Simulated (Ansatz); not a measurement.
Molecule: CF2I, net charge 1, singlet state. 
Structure (B3LYP-D3(BJ)/def2-TZVP (Ansatz, a program for electronic structure) minimum search):
```xyz
4

F     -1.9048    -1.0563     0.0037
C     -1.2181     0.0009    -0.0115
F     -1.9028     1.0592    -0.0396
I      0.7845    -0.0006     0.0074
```
Charge +1, spin multiplicity 1.

Parts of the frozen-core correlation energy in def2-SVPD (Ansatz, hartree). Frozen orbitals: 12; correlated occupied orbitals by spin: 12 and 12; virtual: 77 and 77. No spin-orbit coupling. In def2 rows, elements after Kr have scalar-relativistic effective core potentials.

| term | value |
|---|---|
| reference (HF) | -532.85043 |
| MP2 opposite-spin | -0.43951 |
| MP2 same-spin | -0.16993 |
| CCSD correlation | -0.62406 |
| (T) | -0.02126 |
| T1 diagnostic | 0.023 |
| largest doubles amplitude | 0.065 |
